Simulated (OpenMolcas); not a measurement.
# Levels of Rh⁵⁺ by method

```json
{
  "Program": "OpenMolcas",
  "Basis": "ANO-R3 [8s6p5d3f2g1h]",
  "Scalar Hamiltonian": "X2C, finite nucleus",
  "Active space": "4 electrons in 5 orbitals (4d)",
  "State averaging": "2S+1 = 5 even, 5 roots; 2S+1 = 3 even, 45 roots; 2S+1 = 1 even, 50 roots",
  "Spin-orbit coupling": "RASSI with atomic mean-field integrals over the reference wave functions, term energies averaged over their components"
}
```

Methods on the same reference wave functions:
A. CASSCF
B. SS-CASPT2, IPEA 0.25 Eh, imaginary shift 0.1 Eh (closed shells correlated: 4s 4p)
C. MS-CASPT2, IPEA 0.25 Eh, imaginary shift 0.1 Eh (closed shells correlated: 4s 4p)

Energies in cm-1 above 4d4 5D0.

| Level | A | B | C |
| --- | --- | --- | --- |
| 4d4 5D0 | 0.0 | 0.0 | 0.0 |
| 4d4 5D1 | 612 | 669 | 669 |
| 4d4 5D2 | 1641 | 1740 | 1738 |
| 4d4 5D3 | 2928 | 3030 | 3030 |
| 4d4 5D4 | 4382 | 4450 | 4450 |
| 4d4 3P0(1) | 22048 | 18280 | 18280 |
| 4d4 3H4 | 22436 | 19820 | 19810 |
| 4d4 3H5 | 23854 | 21400 | 21400 |
| 4d4 3H6 | 25006 | 22630 | 22630 |
| 4d4 3P1(1) | 25129 | 21430 | 21430 |
| 4d4 3F3(1) [55 %] | 26148 | 22520 | 22530 |
| 4d4 3F2(1) | 26659 | 23030 | 23040 |
| 4d4 3F4(1) [62 %] | 27081 | 23700 | 23700 |
| 4d4 3P2(1) | 29319 | 25450 | 25440 |
| 4d4 3G3 [55 %] | 29936 | 26280 | 26260 |
| 4d4 3G4 [67 %] | 30458 | 26690 | 26680 |
| 4d4 3G5 | 31342 | 27760 | 27760 |
| 4d4 1I6 | 35642 | 32180 | 32170 |
| 4d4 3D3 | 36542 | 30830 | 30820 |
| 4d4 3D2 | 36960 | 31410 | 31410 |
| 4d4 3D1 | 37672 | 32020 | 32020 |
| 4d4 1G4(1) | 38770 | 34390 | 34380 |
| 4d4 1S0(1) | 43511 | 36900 | 36890 |
| 4d4 1D2(1) | 45602 | 39890 | 39890 |

Between B and C the level of the table that moves most is 4d4 3F2(1), by 15 cm-1 (lowest in B, highest in C). Moves below CASPT2's spread within the term are not significant.

From A to B the spin-free energies of the other terms of 4d4 shown, above 5D, scale by factors of 0.83 to 0.89, as is usual when dynamic correlation screens the repulsion within a d or f shell.

The lowest spin-free term lies below A's lowest term by 0.382 hartree in B, 0.382 hartree in C.

Term energies are means over components that CASPT2 splits; among the terms shown or strongly mixed into the levels shown the widest spread is 1400 cm-1 (4d4 1I, C). Without dynamic correlation excited terms often stand tens of per cent too high (terms of higher spin than the ground term too low), and those without a measured partner can miss by more than the paired ones (holds for A). The CASPT2 spread within a term exceeds the gap to the next term for 4d4 3D and 4d4 1I, 4d4 1I and 4d4 1G(1), so the order of their levels is uncertain (holds for C). Only configurations of the active space appear. The table leaves out levels that lie high or whose names do not pair safely across all columns.

A share in square brackets marks a mixed level and gives the weight of the term that names it, the lowest over the columns. A number in round brackets counts repeated terms of one configuration in the order of the reference energies.
